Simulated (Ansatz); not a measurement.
Molecule: H$_{4}$Si$_{2}$OF, net charge 0, doublet state. SMILES: F[SiH]O[SiH3]
Coordinates optimised at B3LYP-D3(BJ)/def2-TZVP (Ansatz, an electronic-structure program):
```
O
Si 1 1.6254
F 2 1.6094 1 108.95
Si 1 1.6484 2 150.26 3 52.26
H 4 1.4771 1 107.87 2 158.51
H 4 1.4782 5 110.06 1 -119.44
H 4 1.4801 5 109.91 6 -120.94
H 2 1.4914 3 106.75 1 -116.15
```
Charge 0, spin multiplicity 2.

Wanted: enthalpy of formation at 298 K, in kcal/mol. Conventions: non-relativistic; UHF or UKS for open shells; six Cartesian d functions in 6-31G* and its kin unless marked 5d; 6-311+G** with 5d, 6d on Na to Ar in Ansatz; no spin-orbit coupling; valence correlation only; LANL2DZ with its own core potentials from Na on. Basis-set limits of correlation are two-point, X^-3; Hartree-Fock from the larger set. First-principles rows: single points at B3LYP-D3(BJ) geometries (Ansatz), with unscaled harmonic terms from B3LYP/6-31G* (Ansatz) at its own minima, enthalpies of formation by atomisation with measured atoms.

Coupled cluster (Ansatz) is a level with limits of its own, used here on species with T1 under 0.025 (0.045 for open shells) and stable references: CCSD(T)/CBS(aug-cc-pV(T+d)Z,aug-cc-pV(Q+d)Z).

Value to compare with, CCSD(T)/CBS(aug-cc-pV(T+d)Z,aug-cc-pV(Q+d)Z) (Ansatz): -145.4 kcal/mol.

```tsv
level	program	enthalpy of formation at 298 K (kcal/mol)	difference
HF/STO-3G	Ansatz	-0.3	145.1
HF/3-21G	Ansatz	107.8	253.2
HF/LANL2DZ	Ansatz	117.5	262.9
HF/6-31G*	Ansatz	43.8	189.2
HF/6-311+G**	Ansatz	43.3	188.7
```

Among the 5 habitual levels, HF/LANL2DZ lies farthest from CCSD(T)/CBS(aug-cc-pV(T+d)Z,aug-cc-pV(Q+d)Z) (Ansatz) (262.9 kcal/mol) and HF/STO-3G nearest (145.1); 5 of 5 lie above it, and their mean absolute difference is 207.8 kcal/mol, the median 189.2. One case shows no general order.

The sets are all those run for this method; left out are runs that failed, that the program found above a lower state of the same kind, or whose <S^2> lies over 0.5 above the pure value.
